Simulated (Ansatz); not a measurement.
Reaction (redistribution): `OCBO[SiH3]` + `[F][Sn][F]` → `OCBF` + `[F][Sn][O][SiH3]`

Gas-phase electronic energies from Ansatz, PBE0-D4/def2-TZVP geometries. CCSD(T)/CBS adds triple-zeta CCSD(T) − MP2 to the extrapolated MP2 energy (def2 sets, frozen cores). This one scheme is used for every species. DFT in def2-TZVPP. def2 core potentials past Kr. For Sn outer-core shells are correlated without core-valence functions, which leaves a few kJ/mol of doubt a bond. Each species was taken in one conformer, which may not be the lowest.

```
             level  ΔE (kcal/mol)  difference from CCSD(T)/CBS
            PBE-D4            2.0                          0.5
         r2SCAN-D4            1.5                          0.0
           PBE0-D4            1.7                          0.2
               PBE            2.4                          0.9
   CCSD/def2-TZVPP            0.8                         -0.7
CCSD(T)/def2-TZVPP            0.6                         -0.9
     HF/def2-QZVPP            2.1                          0.6
SCS-MP2/def2-QZVPP            1.4                         -0.1
     MP2/CBS(def2)            1.2                         -0.3
    CCSD/CBS(def2)            1.7                          0.2
       CCSD(T)/CBS            1.5                            0
```

Largest T1 diagnostic among the species: 0.017.

In def2-TZVPP, CCSD(T) changes the Hartree–Fock value by −1.1 kcal/mol (the triples alone add −0.2 kcal/mol) and MP2 by −1.4 kcal/mol.
